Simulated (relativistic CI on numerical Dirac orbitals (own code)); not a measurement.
Ligand-field terms of d3

Computed with a parametric ligand-field model of a d^n configuration (Racah B and C, spin-orbit zeta, crystal field), exact diagonalisation.

Field parameters in Wybourne normalisation: Oh B⁴₀ = 21Dq, B⁴₄ = √(5/14) B⁴₀; Td as Oh with Dq negative (B⁴₀ = 21Dq, B⁴₄ = √(5/14) B⁴₀). The field is a parameter set, without covalency.

Question: Ground term and bands for B = 440, C = 1800, ζ = 0 cm⁻¹, Td, 10Dq = -10100 cm⁻¹?

Answer: Ground term 2E with 2.96 electrons in the two orbitals of the cubic e set. Spin-allowed: 2T1 8943 cm⁻¹ (1118 nm), 2T2 9289 cm⁻¹ (1077 nm), 2T1 11748 cm⁻¹ (851 nm), 2T2 17058 cm⁻¹ (586 nm). Lowest spin-forbidden: 4T1 1391 cm⁻¹, 4T2 10650 cm⁻¹ (939 nm), 4T1 16410 cm⁻¹ (609 nm).

Question: A d3 ion in Oh symmetry has the ground term 4A2 and bands at 2E 18395 cm⁻¹ (544 nm), 2T1 19177 cm⁻¹ (521 nm), 2T2 29016 cm⁻¹ (345 nm), 4T2 37250 cm⁻¹ (268 nm), 4T1 47748 cm⁻¹ (209 nm), 4T1 78552 cm⁻¹ (127 nm). Which parameters reproduce them?

Answer: B = 970, C = 3650, ζ = 0 cm⁻¹, Oh, 10Dq = 37250 cm⁻¹.

Question: Ground term and bands for B = 310, C = 1280, ζ = 0 cm⁻¹, Oh, 10Dq = 28300 cm⁻¹?

Answer: Ground term 4A2 with 0.00 electrons in the two orbitals of the cubic e set. Spin-allowed: 4T2 28300 cm⁻¹ (353 nm), 4T1 31885 cm⁻¹ (314 nm), 4T1 57665 cm⁻¹ (173 nm). Lowest spin-forbidden: 2E 6401 cm⁻¹ (1562 nm), 2T1 6555 cm⁻¹ (1526 nm), 2T2 10465 cm⁻¹ (956 nm). With an A2 ground term the first spin-allowed band lies at |10Dq| itself.

Question: A d3 ion in Oh symmetry has the ground term 4A2 and bands at 2E 22390 cm⁻¹ (447 nm), 2T1 23176 cm⁻¹ (431 nm), 4T2 31800 cm⁻¹ (314 nm), 2T2 34309 cm⁻¹ (291 nm), 4T1 42143 cm⁻¹ (237 nm), 4T1 67957 cm⁻¹ (147 nm). Which parameters reproduce them?

Answer: B = 980, C = 4980, ζ = 0 cm⁻¹, Oh, 10Dq = 31800 cm⁻¹.

Question: A d3 ion in Td symmetry has the ground term 4T1 and bands at 2E 6794 cm⁻¹ (1472 nm), 4T2 7073 cm⁻¹ (1414 nm), 2T1 13190 cm⁻¹ (758 nm), 2T2 13629 cm⁻¹ (734 nm), 4A2 15073 cm⁻¹ (663 nm), 4T1 15895 cm⁻¹ (629 nm). Which parameters reproduce them?

Answer: B = 650, C = 3270, ζ = 0 cm⁻¹, Td, 10Dq = -8000 cm⁻¹.
